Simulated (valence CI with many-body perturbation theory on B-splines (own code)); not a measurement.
How close is CI+MBPT for La?

Level of theory: valence CI with perturbative core correlation (CI+MBPT): three valence electrons over a frozen Dirac-Fock core [Xe], a basis of 8 s, 8 p, 9 d, 9 f, 6 g, 3 h, 2 i functions for each j, with the one-electron correlation potential Σ1, the two-electron term Σ2, the three-electron term Σ3, Breit, model QED; selected CI, second order for the rest (own B-spline code, finite nucleus).

Set against measurement, 55 paired levels are off by 552 cm⁻¹ on average, the worst by 1451. These come from a selection out of the NIST Handbook of Basic Atomic Spectroscopic Data. Levels without a partner in it may be off by more, other configurations by several thousand cm⁻¹. 1 measured level below the end of the list, from 16538 cm⁻¹ on, found no clear computed partner.

Measured levels: NIST Handbook of Basic Atomic Spectroscopic Data (Sansonetti and Martin, J. Phys. Chem. Ref. Data 34, 1559 (2005)). Pairs share parity and J, and are chosen by configuration, term and nearness in energy; levels without a clear partner are left out. Energies in cm⁻¹ above the measured ground level. The last column is blank where CI alone has no clear partner.

Names give the largest LS component (configuration and term), which can be under half, so a name can repeat, a term be missing and a line seem to break the LS rules; names also repeat where a configuration has a term twice. Letters in brackets count levels of one name in rising energy.

| Computed label | Label in the source | Measured | Computed | Difference | CI alone, difference |
| --- | --- | --- | --- | --- | --- |
| 5d6s² ²D_3/2 | 5d 6s2 2D | 0 | 0.0 | 0 | 0 |
| 5d6s² ²D_5/2 | 5d 6s2 2D | 1053.2 | 1007.2 | -46 | -196 |
| 5d²6s ⁴F_3/2 | 5d2(3F) 6s 4F | 2668.2 | 2028.1 | -640 | +3292 |
| 5d²6s ⁴F_5/2 | 5d2(3F) 6s 4F | 3010.0 | 2369.9 | -640 | +3174 |
| 5d²6s ⁴F_7/2 | 5d2(3F) 6s 4F | 3494.5 | 2840.7 | -654 | +3015 |
| 5d²6s ⁴F_9/2 | 5d2(3F) 6s 4F | 4121.6 | 3468.3 | -653 | +2801 |
| 5d²6s ²F_5/2 | 5d2(3F) 6s 2F | 7011.9 | 6340.8 | -671 | +2062 |
| 5d²6s ⁴P_1/2 | 5d2(3P) 6s 4P | 7231.4 | 6823.5 | -408 | +2350 |
| 5d²6s ⁴P_3/2 | 5d2(3P) 6s 4P | 7490.5 | 7085.4 | -405 | +2293 |
| 5d²6s ⁴P_5/2 | 5d2(3P) 6s 4P | 7679.9 | 7286.3 | -394 | +2174 |
| 5d²6s ²F_7/2 | 5d2(3F) 6s 2F | 8052.2 | 7361.6 | -691 | +1807 |
| 5d²6s ²D_3/2 | 5d2(1D) 6s 2D | 8446.0 | 8015.0 | -431 |  |
| 5d²6s ²P_1/2 | 5d2(3P) 6s 2P | 9044.2 | 8335.8 | -708 | +3272 |
| 5d²6s ²D_5/2 | 5d2(1D) 6s 2D | 9183.8 | 8863.8 | -320 | +1545 |
| 5d²6s ²P_3/2 | 5d2(3P) 6s 2P | 9719.4 | 9110.1 | -609 |  |
| 5d²6s ²G_9/2 | 5d2(1G) 6s 2G | 9919.8 | 9415.4 | -504 | +2496 |
| 5d²6s ²G_7/2 | 5d2(1G) 6s 2G | 9960.9 | 9440.0 | -521 | +2493 |
| 5d³ ⁴F_3/2 | 5d3 4F | 12430.6 | 10987.3 | -1443 | +5152 |
| 5d³ ⁴F_5/2 | 5d3 4F | 12787.4 | 11336.8 | -1451 | +5057 |
| 5d³ ⁴F_7/2 | 5d3 4F | 13238.3 | 11788.4 | -1450 | +4924 |
| 5d6s6p ⁴F°_3/2 | 5d 6s(3D) 6p 4F° | 13260.4 | 13270.3 | +10 | -2930 |
| 5d6s6p ²D°_5/2 | 5d 6s(3D) 6p | 13631.0 | 13554.3 | -77 | -2861 |
| 5d³ ⁴F_9/2 | 5d3 4F | 13747.3 | 12307.4 | -1440 | +4770 |
| 5d6s6p ⁴D°_1/2 | 5d 6s(3D) 6p 4D° | 14095.7 | 14234.7 | +139 |  |
| 5d6s6p ⁴D°_3/2 | 5d 6s(3D) 6p 4D° | 14708.9 | 14645.7 | -63 |  |
| 5d6s6p ⁴F°_5/2 | 5d 6s(3D) 6p 4F° | 14804.1 | 14760.8 | -43 |  |
| 5d6s6p ⁴F°_7/2 | 5d 6s(3D) 6p 4F° | 15019.5 | 15036.2 | +17 | -3228 |
| 5d6s6p ²D°_3/2 | 5d 6s(3D) 6p | 15031.6 | 14972.7 | -59 |  |
| 4f6s² ²F°_5/2 | 4f 6s2 2F° | 15196.8 | 15065.8 | -131 |  |
| 6s²6p ²P°_1/2 | 5d 6s(3D) 6p | 15219.9 | 15492.1 | +272 |  |
| 5d6s6p ⁴D°_5/2 | 5d 6s(3D) 6p 4D° | 15503.6 | 15406.9 | -97 | -2594 |
| 5d6s6p ⁴D°_7/2 | 5d 6s(3D) 6p 4D° | 16099.3 | 16008.1 | -91 | -2664 |
| 5d6s6p ⁴F°_9/2 | 5d 6s(3D) 6p 4F° | 16243.2 | 16283.1 | +40 | -3488 |
| 6s²6p ²P°_3/2 | 6s2(1S) 6p | 16280.3 | 16639.7 | +359 |  |
| 5d³ ⁴P_1/2 | 5d3 4P | 16617.3 | 15367.2 | -1250 | +4590 |
| 5d³ ⁴P_3/2 | 5d3 4P | 16735.1 | 15498.3 | -1237 |  |
| 5d²6p ⁴G°_5/2 [a] | 5d2(3F) 6p | 16856.8 | 16545.4 | -311 |  |
| 5d²6s ²S_1/2 | 5d2(1S) 6s 2S | 16991.4 | 16964.1 | -27 | -275 |
| 5d³ ²G_7/2 | 5d3 2G | 17023.4 | 15853.3 | -1170 | +3885 |
| 5d³ ⁴P_5/2 | 5d3 4P | 17099.4 | 15852.1 | -1247 |  |
| 5d³ ²G_9/2 | 5d3 2G | 17140.9 | 15911.3 | -1230 |  |
| 5d6s6p ⁴P°_1/2 | 5d 6s(3D) 6p 4P° | 17567.5 | 17634.6 | +67 | -2316 |
| 5d6s6p ⁴P°_3/2 | 5d 6s(3D) 6p 4P° | 17797.3 | 17911.2 | +114 | -2472 |
| 5d²6p ⁴G°_7/2 | 5d2(3F) 6p | 17910.2 | 17398.8 | -511 |  |
| 5d²6p ⁴G°_5/2 [b] | 5d2(3F) 6p 4G° | 17947.1 | 17449.3 | -498 |  |
| 5d6s6p ⁴P°_5/2 | 5d 6s(3D) 6p 4P° | 18157.0 | 18110.5 | -46 |  |
| 5d²6p ²D°_3/2 | 5d2(3F) 6p 2D° | 18172.3 | 17639.4 | -533 | -166 |
| 5d6s6p ²F°_7/2 | 5d2(3F) 6p 4G° | 18603.9 | 18141.0 | -463 |  |
| 5d²6p ⁴G°_9/2 | 5d2(3F) 6p 4G° | 19129.3 | 18283.7 | -846 | +533 |
| 5d²6p ²D°_5/2 | 5d2(3F) 6p 2D° | 19379.4 | 18844.1 | -535 |  |
| 5d²6p ⁴F°_3/2 | 5d2(3F) 6p 4F° | 20083.0 | 19173.7 | -909 | +1920 |
| 5d²6p ⁴G°_11/2 | 5d2(3F) 6p 4G° | 20117.4 | 19276.1 | -841 | +357 |
| 5d²6p ²P°_1/2 | 5d 6s(1D) 6p | 20197.3 | 19806.8 | -391 | -748 |
| 5d²6p ⁴F°_5/2 | 5d2(3F) 6p 4F° | 20338.2 | 19483.1 | -855 | +1935 |
| 5d²6p ⁴F°_7/2 | 5d2(3F) 6p 4F° | 20763.2 | 19883.7 | -880 | +1833 |
| 5d²6p ⁴F°_9/2 | 5d2(3F) 6p 4F° | 21384 | 20490.6 | -893 | +1590 |

Over 55 excited levels the mean absolute difference is 552 cm⁻¹, the median 504 and the largest 1451. For the 37 levels that pair on every rung the mean is CI alone 2520, + Σ1 621, + Σ2 490, + Σ3 474, + Breit 548, + QED 599. The comparison draws on a selection of the measured levels: 56 of the 65 computed ones have a partner in it, and others may be off by more.

These 1 measured levels below the end of the computed list are not counted above. Beside each stands the unpaired computed level of its name, or else the nearest of its J and parity; the gap is either an error of the method or a doubtful assignment.

```
Label in the source    J  Measured  Unpaired level  Computed
         4f 6s2 2F°  7/2     16538   5d²6p ²F°_7/2     16329
```
